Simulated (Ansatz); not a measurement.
Computed with Ansatz on PBE0-D4/def2-TZVP structures; ΔE is electronic, products minus reactants. CBS: MP2 limit from def2 TZ/QZ plus the TZ coupled-cluster correction, frozen cores. This one scheme is used for every species. Functionals use def2-TZVPP. B3LYP here is the variant with VWN-RPA as its local correlation; programs differ in this. HSE06 is defined as in plane-wave codes. Elements past krypton have def2 core potentials. For Te outer-core shells are correlated without core-valence functions, which leaves a few kJ/mol of doubt a bond.

`FC[TeH]` + H₂ → H₂Te + `CF`  (hydrogenolysis of a Te–C bond)

| level | ΔE (kcal/mol) | difference from CCSD(T)/CBS |
| --- | --- | --- |
| PBE-D4 | -12.1 | 1.6 |
| revPBE-D4 | -11.0 | 2.7 |
| BLYP-D4 | -12.0 | 1.7 |
| r2SCAN-D4 | -13.3 | 0.4 |
| B97M-V | -16.0 | -2.3 |
| PBE0-D4 | -14.5 | -0.8 |
| B3LYP-D4 | -14.2 | -0.5 |
| r2SCANh-D4 | -14.1 | -0.4 |
| r2SCAN0-D4 | -15.2 | -1.5 |
| HSE06-D4 | -14.5 | -0.8 |
| BHLYP-D4 | -16.8 | -3.1 |
| CAM-B3LYP-D4 | -16.0 | -2.3 |
| ωB97X-V | -15.2 | -1.5 |
| B2PLYP | -15.3 | -1.6 |
| PBE-QIDH | -15.6 | -1.9 |
| PBE | -13.2 | 0.5 |
| revPBE | -13.5 | 0.2 |
| BLYP | -14.4 | -0.7 |
| r2SCAN | -13.6 | 0.1 |
| B3LYP | -16.1 | -2.4 |
| r2SCANh | -14.4 | -0.7 |
| r2SCAN0 | -15.5 | -1.8 |
| HSE06 | -15.4 | -1.7 |
| BHLYP | -18.4 | -4.7 |
| CAM-B3LYP | -17.0 | -3.3 |
| LC-ωPBE | -16.8 | -3.1 |
| RPA@PBE/def2-TZVPP | -15.1 | -1.4 |
| HF/def2-SVP | -25.4 | -11.7 |
| MP2/def2-SVP | -18.3 | -4.6 |
| CCSD/def2-SVP | -20.8 | -7.1 |
| CCSD(T)/def2-SVP | -19.6 | -5.9 |
| MP2/def2-TZVPP | -13.5 | 0.2 |
| SCS-MP2/def2-TZVPP | -14.9 | -1.2 |
| CCSD/def2-TZVPP | -16.8 | -3.1 |
| CCSD(T)/def2-TZVPP | -15.2 | -1.5 |
| MP2/def2-QZVPP | -12.6 | 1.1 |
| SCS-MP2/def2-QZVPP | -14.1 | -0.4 |
| HF/CBS(def2) | -21.9 | -8.2 |
| MP2/CBS(def2) | -12.0 | 1.7 |
| CCSD/CBS(def2) | -15.3 | -1.6 |
| CCSD(T)/CBS | -13.7 | 0 |

Largest T1 diagnostic among the species: 0.011.

From BLYP to BHLYP (50 % exact exchange), in def2-TZVPP and without D4, ΔE moves by −4.0 kcal/mol. Leaving LDA and LC-ωPBE aside and taking each functional with its dispersion term where it has one, the values spread over 5.7 kcal/mol, from BHLYP-D4 to revPBE-D4.
